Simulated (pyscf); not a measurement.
# H₃C–N(CH₃)–AlH₂, singlet

Gas-phase minimum from PySCF at ωB97X-D3(BJ)/def2-SVP, one conformer. H₃C–N(CH₃)–AlH₂ lies 36.8 kcal/mol over its isomer H₃C–Al(CH₃)–NH₂, and others may lie lower still (electronic energy, ωB97M-D3(BJ)). 

```xyz
12

C      1.4758     0.4303     0.8300
N      0.1367     0.4224     0.2729
C     -0.5282    -0.8569     0.4305
Al    -0.6100     1.8321    -0.5193
H      2.1249    -0.3270     0.3474
H      1.9502     1.4150     0.6917
H      1.4693     0.2090     1.9157
H     -1.5413    -0.8260    -0.0015
H     -0.6255    -1.1394     1.4975
H      0.0278    -1.6726    -0.0727
H      0.2468     3.1625    -0.6147
H     -2.0840     1.6669    -1.0787
```

Bond lengths (Å): C1–N2 1.450, C1–H5 1.108, C1–H6 1.102, C1–H7 1.108, N2–C3 1.450, N2–Al4 1.781, C3–H8 1.102, C3–H9 1.108, C3–H10 1.108, Al4–H11 1.585, Al4–H12 1.585. Bond angles (°): N2–C1–H5 111.7, N2–C1–H6 110.7, N2–C1–H7 111.7, H5–C1–H6 107.7, H5–C1–H7 107.1, H6–C1–H7 107.7, C1–N2–C3 112.7, C1–N2–Al4 123.6, C3–N2–Al4 123.7, N2–C3–H8 110.7, N2–C3–H9 111.7, N2–C3–H10 111.7, H8–C3–H9 107.7, H8–C3–H10 107.7 (the first ones only).

Properties at ωB97X-D3(BJ)/def2-SVP:

| Quantity | Value |
|---|---|
| Harmonic wavenumbers, unscaled | 204, 231, 234, 272, 305, 364, 555, 609, 655, 791, 1043, 1097, 1120, 1178, 1258, 1329, 1444, 1465, 1470, 1473, 1493, 1513, 1964, 1965, 3002, 3007, 3063, 3070, 3141, 3142 cm⁻¹ |
| Zero-point energy | 60.7 kcal/mol |
| Rotational symmetry number | 2 |
| Entropy of this conformer at 298 K and 1 atm, rigid rotor and harmonic oscillator, modes under 100 cm⁻¹ raised to 100 | 312.4 J/(mol K) |
| Dipole moment | 1.06 D |

Single-point totals, which compare only within one level (frozen core for MP2 and CC):

```
level                   total energy (hartree)
----------------------  ----------------------
ωB97X-D3(BJ)/def2-TZVP              -378.36532
PBE/def2-TZVP                       -377.94141
r²SCAN/def2-TZVP                    -378.15483
B3LYP-D3(BJ)/def2-TZVP              -378.31647
PBE0-D3(BJ)/def2-TZVP               -377.99190
M06-2X/def2-TZVP                    -378.17880
ωB97M-D3(BJ)/def2-TZVP              -378.34254
HF/def2-TZVPP                       -376.82392
MP2/def2-TZVPP                      -377.47740
CCSD/def2-TZVPP                     -377.52281
CCSD(T)/def2-TZVPP                  -377.54913
```

The CCSD(T) − MP2 part came from Ansatz, without density fitting, on the same reference.
